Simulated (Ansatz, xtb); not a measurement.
A geometry optimisation of CAuFO with r2SCAN-D4/def2-SVP

The starting geometry of this gas-phase triplet was built from a drawn formula by distance geometry and a force field; its bonds are those of `F[C][O][Au]`.

```xyz
4

C     0.6327    0.8073   -1.7202
Au   -0.5677    3.0574   -0.1404
F     0.9192    0.1972   -0.5593
O     0.7990    2.1764   -1.6280
```

Q: Predict what becomes of its bonds when it is optimised with r2SCAN-D4/def2-SVP.

A: It loosens into CFO + Au, which stay close as a complex. Distances that change by over a tenth: C1–O4 (1.38 → 1.18 Å). Contacts that open: Au2–O4 (2.20 → 2.91 Å).

The energy falls by 1.37 eV over 10 steps:

| step | E − E(last) (eV) |
| --- | --- |
| 1 | 1.365 |
| 2 | 0.504 |
| 3 | 0.255 |
| 4 | 0.058 |
| 5 | 0.025 |
| 6 | 0.013 |
| 7 | 0.005 |
| 8 | 0.001 |
| 9 | 0.000 |
| 10 | 0.000 |

Final geometry (Å):

| atom | x (Å) | y (Å) | z (Å) |
| --- | --- | --- | --- |
| C | 0.7807 | 0.7735 | -1.7011 |
| Au | -0.8705 | 3.5784 | 0.0434 |
| F | 1.0557 | -0.0626 | -0.7173 |
| O | 0.8172 | 1.9489 | -1.6729 |

From the same start GFN2-xTB reaches the same bonding as this run.

No frequencies were run, so the end isn't proven a minimum. Open shells are spin-unrestricted. The triplet needn't be the ground state. Atoms past krypton carry core potentials, without spin–orbit terms. Run with Ansatz 0.2.0, 3.1 min on 1 thread of AMD EPYC (Zen 3), with other jobs on the host.
